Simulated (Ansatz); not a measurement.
Co(SH)2 (CoH2S2), relaxed as a doublet with UKS r2SCAN-D4/def2-TZVP in Ansatz, starting from the r2SCAN-D4/def2-TZVP geometry of the neutral quartet. Force threshold 0.02 eV/Å.

The charge 0 doublet is spin-contaminated (final ⟨S²⟩ up to 1.70, 0.75 for a pure state). The relaxation made no stability test and no search for a lower SCF solution. At r2SCAN-D4/def2-TZVP a quartet of charge 0 lies 0.55 eV below the doublet, each at its own geometry.

Start:

Cartesian coordinates in Å:
```
Co -0.003 0.000 0.000
S -1.064 -0.558 -1.796
H -0.466 0.338 -2.608
S 1.064 0.557 1.794
H 0.469 -0.337 2.610
```

Task: Estimate the energy that the relaxation releases and the steps that it takes.

Result: 0.00 eV, in 3 steps; 31 s on 4 threads of Arm Neoverse V2 on a shared host. No frequencies were taken in this run, so the end may be a saddle point.

Task: Does the start keep its bonding and symmetry?

Result: By distances, no bond broke or formed. The bond that changes most is Co1–S4, from 2.16 to 2.15 Å (atoms count from 1). Point group C2h at the start, C2h at the end, both within 0.05 Å.

Task: Predict the relaxed structure.

Result: 
```tsv
atom	x (Å)	y (Å)	z (Å)
Co1	-0.001	0.001	0.000
S2	-1.062	-0.561	-1.779
H3	-0.457	0.340	-2.584
S4	1.062	0.560	1.778
H5	0.458	-0.340	2.585
```
Bond lengths: 2 × Co–S 2.15 Å; 2 × H–S 1.35 Å.
